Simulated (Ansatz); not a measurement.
C3H3, doublet (typed; the unrestricted solution is spin-contaminated), at a GFN2-xTB geometry; MP2/cc-pVDZ (Ansatz, a first-principles code).

Ansatz was given this input:
Ansatz 0.2 input:
```yaml
crystal:
  periodic: [false, false, false]
  atoms:
    - {symbol: C, position_ang: [0.00140388, -0.01899720, 0.10918779]}
    - {symbol: C, position_ang: [0.01684836, -0.22799011, 1.31038999]}
    - {symbol: C, position_ang: [-0.01571971, 0.21271738, -1.22260886]}
    - {symbol: H, position_ang: [0.03012627, -0.40766541, 2.34308704]}
    - {symbol: H, position_ang: [0.89984787, 0.24626573, -1.78481618]}
    - {symbol: H, position_ang: [-0.94516933, 0.36701923, -1.74008438]}
basis:
  gaussian:
    orbitals: cc-pVDZ
magnetization: {spin_polarized: true, initial_magnetization: 1}
correlation: {method: mp2}
```

The log (banner, timings and long lists left out):

```
Functional definition: HF
527 factors; integrals over basis functions are off by at most 1.2e-3 eV
mean field evaluation 1: about -3134.4543 eV, gradient 1.5e1 eV
mean field evaluation 2: about -3134.4564 eV, gradient 1.5e1 eV
mean field evaluation 4: about -3136.2119 eV, gradient 2.5e0 eV
mean field evaluation 8: about -3136.3599 eV, gradient 4.4e-1 eV
mean field evaluation 16: about -3136.3832 eV, gradient 1.5e-6 eV
mean field -3136.38324087 eV, -115.2599581852 hartree, gradient 1.5e-6 eV, S^2 0.958035; 0 other end points of the search recorded, 0 dependent functions left out
3 core orbitals not correlated
reference -3136.38324087 eV, -115.2599581852 hartree; 8, 7 occupied and 46, 47 virtual orbitals, 527 factors
second order -9.39254997 eV of doubles, -0.00000000 eV of singles
Total energy: -3145.77579085 eV, -115.6051280302 hartree
```
